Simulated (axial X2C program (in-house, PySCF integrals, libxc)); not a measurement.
**Working with the constants of MgTe⁻**

A bond curve at the PW91 level, two-component, was computed with an axial X2C code built on PySCF integrals (basis Te dyall-acv3z [12s13p9d5f1g], Mg dyall-av3z [10s9p6d4f] (cores contracted in-house)) for the state Ω = 1/2 (⟨Sz⟩ = 0.48, ⟨Lz⟩ = 0.02 at PW91). Its fit gives Re = 2.5798 Å, ωe = 300.9 cm⁻¹, ωexe = 1.5 cm⁻¹ and αe = 7.333e-04 cm⁻¹; the masses are 129.9062 and 23.9850 u. Two-component means X2C with spin–orbit coupling and atomic mean-field Coulomb and Gaunt terms.

Find the reduced mass, Be and the force constant.

From the PW91 values: μ = 20.2468 u. Be = 16.8576/(μ Re²) = 0.1251 cm⁻¹. k = 5.8918×10⁻⁷ μ ωe² = 1.08 mdyn/Å.

Estimate the centrifugal constant by the Kratzer relation.

D = 4Be³/ωe² = 8.65e-08 cm⁻¹.

A Morse curve ties αe to the other constants (Pekeris). How well does that hold?

αe(Morse) = 6Be²/ωe × (√(ωexe/Be) − 1) = 7.686e-04 cm⁻¹; the PW91 curve gives 7.333e-04 cm⁻¹, a ratio of 1.05.

Estimate De from a Morse curve and compare with the computed well depth of 1.622 eV to Te- + Mg.

De(Morse) = ωe²/(4ωexe) = 1.871 eV against 1.622 eV computed, a ratio of 1.15. The extrapolation overshoots: the well softens faster than a Morse curve, or the lowest atomic limit lies below the one to which the curve heads.

Where do the fundamental and the first overtone lie?

ν(1←0) = ωe − 2ωexe = 297.9 cm⁻¹; ν(2←0) = 2ωe − 6ωexe = 592.8 cm⁻¹.

One determinant describes the state; a PBE0 search over occupations chose it and may have missed a lower one. De is counted from the lowest determinant-based energies of the atoms at the same level, without counterpoise correction. Density functionals use the spin component along the axis (collinear). Without a current term, density functionals place determinants with orbital angular momentum somewhat too high. The highest occupied level of some functionals is positive through self-interaction error; at Hartree–Fock it is bound.
